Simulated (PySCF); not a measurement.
C4H8Cl, SMILES C(C)(C)([CH2])Cl, multiplicity 2. Geometry optimised at PBE-D3(BJ)/def2-SVP. The isomer is the one that the SMILES or the coordinates give; other isomers of the formula were not compared.

Computed equilibrium geometry at PBE-D3(BJ)/def2-SVP (PySCF confirms it by a frequency run) as bond lengths and angles, and its point group:
point group Cs.
Atoms: C1 C2 C3 C4 Cl5 H6 H7 H8 H9 H10 H11 H12 H13. Bond lengths (Å): C1–C2 1.468, C1–H6 1.101, C1–H7 1.101, C2–C3 1.525, C2–C4 1.525, C2–Cl5 1.931, C3–H8 1.107, C3–H9 1.107, C3–H10 1.111, C4–H11 1.107, C4–H12 1.107, C4–H13 1.111. Angles (°): C2–C1–H6 120.1, C2–C1–H7 120.1, H6–C1–H7 118.5, C1–C2–C3 113.9, C1–C2–C4 113.9, C1–C2–Cl5 103.9, C3–C2–C4 113.2, C3–C2–Cl5 105.3, C4–C2–Cl5 105.3, C2–C3–H8 111.0, C2–C3–H9 110.8, C2–C3–H10 109.4, H8–C3–H9 108.5, H8–C3–H10 108.5, H9–C3–H10 108.6, C2–C4–H11 110.8, C2–C4–H12 111.0, C2–C4–H13 109.4, H11–C4–H12 108.5, H11–C4–H13 108.6, H12–C4–H13 108.5.
Charge 0, spin multiplicity 2.
